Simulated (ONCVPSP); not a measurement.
Varying the ONCV potential for Be

Base potential:

beryllium, optimised norm-conserving Vanderbilt (ONCV), made with ONCVPSP 4.0.1 (PBE, scalar-relativistic). Core [He], reference 2s2. Waves: 2s: rc 1.85 bohr, ncon 5, nbas 8, qcut 3.1 1/bohr, 2 projectors, debl 2.2 Ha; p scattering state at 0.05 Ha: rc 1.45 bohr, ncon 4, nbas 8, qcut 6.8 1/bohr, local; d scattering state at 0.13 Ha: rc 1.45 bohr, ncon 3, nbas 7, qcut 7.1 1/bohr, 1 projector. Local part: the p channel. Core correction: Teter function fitted to the true core (icmod 2), fcfact 0.55.

All-electron outer shells of the reference configuration (PBE, scalar-relativistic, ld1.x):

```
shell  level (eV)  outermost node (bohr)  outermost maximum (bohr)
   1s     -106.21                      –                      0.27
   2s       -5.61                   0.59                      2.04
```

Cutoffs, loose and tight: the cutoffs (Ha) at which the residual kinetic energy of the hardest occupied pseudo-wave falls to 1 and 0.1 mHa per electron. They do not see the model core or the augmentation charge, which bear on the density cutoff. Test errors are all-electron minus pseudo excitation energies from the reference, over the configurations 2s1; 2s1.5; 2s1 2p1; 2s0 2p1. A dash means not determined; rows that change the core or the reference have their own tests.

For the base: The cutoffs count occupied waves only; projector 2 of the s channel, the hardest unoccupied one, needs 16 Ha at the loose tolerance.

| change | outcome | cutoff, loose | cutoff, tight | bound ghosts | GHOST(+) flags above zero | largest test error (meV) |
| --- | --- | --- | --- | --- | --- | --- |
| base | generated | 6.3 Ha | 34 Ha | none | none | +18 |
| s: qcut 1.9 | generated | 16 Ha | 40 Ha | none | none | +19 |
| s: qcut 2.3 | generated | 14 Ha | 39 Ha | none | none | +19 |
| s: qcut 2.6 | generated | 13 Ha | 38 Ha | none | none | +19 |
| s: qcut 3 | generated | 6.8 Ha | 35 Ha | none | none | +18 |
| s: qcut 3.3 | generated | 6.0 Ha | 31 Ha | none | none | +18 |
| s: qcut 4.2 | generated | 6.3 Ha | 9.0 Ha | none | none | +18 |
| s: qcut 4.5 | generated | 6.5 Ha | 8.9 Ha | none | none | +18 |

What comes out with this change to the base: s: qcut 3.9?

outcome: generated; cutoff, loose: 6.1 Ha; cutoff, tight: 11 Ha; bound ghosts: none; GHOST(+) flags above zero: none; largest test error (meV): +18.

What comes out with this change to the base: s: qcut 3.5?

outcome: generated; cutoff, loose: 6.0 Ha; cutoff, tight: 20 Ha; bound ghosts: none; GHOST(+) flags above zero: none; largest test error (meV): +18.

Reading the sweep of the qcut of the s channel (base included, trends over the rows without a ghost): The loose cutoff is not monotonic: lowest 6.0 Ha at 3.5 1/bohr, highest 16 Ha at 1.9 1/bohr. The median size of the test errors (rows with all tests solved) stays near 6.9 meV.
